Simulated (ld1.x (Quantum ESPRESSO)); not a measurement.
# B, TM: configuration errors across variants

ld1.x (Quantum ESPRESSO) 7.5 input, shortened:

```
&input
   title='B', zed=5., rel=1, dft='PBESOL', iswitch=3,
   config='[He] 2s2 2p1'
 /
 &inputp
   pseudotype=2, tm=.true., lloc=0,
   nlcc=.true., new_core_ps=.true., rcore=0.70
 /
2
2P  2  1   1.00   0.00  1.95  1.95  0.0
2S  1  0   2.00   0.00  1.55  1.55  0.0
 &test
   configts(1)='2s2 2p1'
 /
```

All-electron excitation energies from the reference (eV): (1) 2s2 2p0 8.139; (2) 2s1 2p0 33.401; (3) 2s2 2p0.5 2.855; (4) 2s1 2p2 5.819; (5) 2s1 2p1 14.264; (6) 2s0 2p3 11.657; (7) 2s2 2p1.3 -0.724.

Errors AE − PS in meV (a dash: test not solved or not reliable):

| change | (1) | (2) | (3) | (4) | (5) | (6) | (7) | bound ghosts |
| --- | --- | --- | --- | --- | --- | --- | --- | --- |
| base | +18 | +67 | +2.3 | +0.4 | -4.4 | +2.5 | +0.2 | none |
| core correction none | +24 | +98 | +3.1 | +4.0 | -5.2 | +13 | +0.3 | none |
| core correction Bessel-smoothed model core inside 0.88 bohr | +20 | +79 | +2.5 | +0.8 | -4.1 | +4.0 | +0.2 | none |
| core correction Bessel-smoothed model core inside 1.08 bohr | +19 | +76 | +2.4 | +1.0 | -5.0 | +4.7 | +0.2 | none |
| core correction Bessel-smoothed model core inside 1.22 bohr | +18 | +61 | +2.2 | +0.3 | -6.5 | +1.7 | +0.2 | none |
| core correction Bessel-smoothed model core inside 1.46 bohr | +20 | +75 | +2.5 | +0.6 | -7.0 | +6.3 | +0.2 | none |
| core correction Bessel-smoothed model core inside 1.62 bohr | +22 | +87 | +2.8 | +2.5 | -6.3 | +12 | +0.3 | none |

(1) Give the same row for: core correction Bessel-smoothed model core inside 1.82 bohr.

## Answers

(1) +23, +94, +3.0, +3.6, -5.6, +13, +0.3; bound ghosts: none.
